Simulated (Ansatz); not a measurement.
`[F][Mo]([F])(=[S])([Cl])[Cl]` + H₂O → `[OH][Mo]([F])([F])(=[S])[Cl]` + HCl at 400 K and 1 bar (formal hydrolysis of a Mo–Cl bond).

Program: Ansatz. Geometries: PBE0-D4/def2-TZVP. ΔE: electronic, gas phase. CCSD(T)/CBS is the MP2 limit (def2-TZVPP, def2-QZVPP) plus CCSD(T) − MP2 in def2-TZVPP, frozen cores. This one scheme is used for every species. def2 core potentials past Kr. For Mo outer-core shells are correlated without core-valence functions, which leaves a few kJ/mol of doubt a bond. Each species was taken in one conformer, which may not be the lowest.

```json
{"species": "`[F][Mo]([F])(=[S])([Cl])[Cl]`", "CCSD(T)/CBS energy (Eh)": "-1585.22878", "H − E (kJ/mol)": "59.6", "S (J/(mol·K))": "414.0"}
{"species": "H₂O", "CCSD(T)/CBS energy (Eh)": "-76.37941", "H − E (kJ/mol)": "69.8", "S (J/(mol·K))": "198.6"}
{"species": "`[OH][Mo]([F])([F])(=[S])[Cl]`", "CCSD(T)/CBS energy (Eh)": "-1201.21916", "H − E (kJ/mol)": "92.4", "S (J/(mol·K))": "417.9"}
{"species": "HCl", "CCSD(T)/CBS energy (Eh)": "-460.38127", "H − E (kJ/mol)": "29.6", "S (J/(mol·K))": "195.4"}
```

H − E and S are ideal-gas, rigid-rotor, harmonic terms from PBE0-D4/def2-TZVP, for one conformer and one mirror image of each species. 1 Eh = 2625.50 kJ/mol, R = 8.31446 J/(mol·K).

Task: By hand: ΔE, ΔH, ΔS and ΔG.

Result: ΔE = (-1201.21916) + (-460.38127) − (-1585.22878) − (-76.37941) = 0.00776 Eh = 20.4 kJ/mol. Δ(H − E) = 92.4 + 29.6 − 59.6 − 69.8 = -7.4, so ΔH = 13.0 kJ/mol. ΔS = 417.9 + 195.4 − 414.0 − 198.6 = 0.7 J/(mol·K). ΔG = 13.0 − 400 × (0.7)/1000 = 12.7 kJ/mol.

Task: By hand: the equilibrium constant, and the temperature at which ΔG would vanish if ΔH and ΔS stayed fixed.

Result: log₁₀ K = −ΔG/(RT ln 10) = -1.7. ΔG = 0 at ΔH/ΔS = 18571 K, far beyond where these terms or the molecules hold.

The number of gas molecules stays the same, so ΔS is small and ΔH decides. A doubt of 5 kJ/mol in ΔE shifts log₁₀ K by 0.7 here. Other conformers and mirror images would add mixing entropy, several J/(mol·K) or more a flexible species. These are equilibria of isolated gas molecules and say nothing of rates. Largest T1 diagnostic: 0.024 (customary marks: 0.02 for closed shells, 0.045 for open ones).
